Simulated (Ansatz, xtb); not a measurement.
**Relaxing a trial structure of CH3ClGe**

The starting geometry of this gas-phase singlet was built from a drawn formula by distance geometry and a force field; its bonds are those of `[CH][GeH2][Cl]`.

| atom | x (Å) | y (Å) | z (Å) |
| --- | --- | --- | --- |
| C | -1.0910 | 2.6158 | -0.5511 |
| Cl | -1.3513 | -0.2405 | 1.1663 |
| Ge | -1.1325 | 1.9198 | 1.2184 |
| H | -0.9538 | 3.8003 | -0.5047 |
| H | -2.3497 | 2.5375 | 2.0269 |
| H | 0.2130 | 2.2919 | 1.9920 |

Question: Predict what it relaxes into with r2SCAN-D4/def2-SVP.

Answer: It rearranges to `[CH2]=[GeH][Cl]`. Contacts that open: Ge3–H5 (1.59 → 2.51 Å). Contacts that close: C1–H5 (2.87 → 1.09 Å).

The energy falls by 3.39 eV over 28 steps:

```
step  E − E(last) (eV)
   1             3.385
   4             3.232
   7             3.231
  10             3.223
  13             3.198
  16             2.217
  19             1.194
  22             0.183
  25             0.004
  28             0.000
```

Final geometry (Å):

```yaml
atoms:
  - { symbol: C, position_ang: [-1.5814, 2.9284, 0.3626] }
  - { symbol: Cl, position_ang: [-1.4360, -0.2212, 1.6589] }
  - { symbol: Ge, position_ang: [-0.6481, 1.7413, 1.2755] }
  - { symbol: H, position_ang: [-1.1586, 3.9199, 0.1808] }
  - { symbol: H, position_ang: [-2.5748, 2.6974, -0.0274] }
  - { symbol: H, position_ang: [0.7336, 1.8590, 1.8974] }
```

From the same start GFN2-xTB reaches the same bonding as this run.

The end wasn't checked by frequencies. Run with Ansatz 0.2.0, 44 s on 2 threads of Arm Neoverse V1, with other jobs on the host.
